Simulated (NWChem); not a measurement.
# SnCl₃ cation; SMILES [Cl][Sn+]([Cl])[Cl]

```xyz
4

Sn     0.0000     0.0000     0.0000
Cl    -0.5855     2.1850     0.0000
Cl     2.1850    -0.5855     0.0000
Cl    -1.5995    -1.5995     0.0000
```
Atoms are numbered in this order, from 1.

Computed with NWChem. Structure relaxed at the PBE0/def2-SVP level. def2 effective core potentials on Sn; no spin-orbit coupling.

**Question.** What does the run give for B3LYP/def2-SVP? Quantities: highest occupied level (eV); orbital gap (eV).

**Answer.** 
* **highest occupied level (eV)**: -14.79
* **orbital gap (eV)**: 4.80
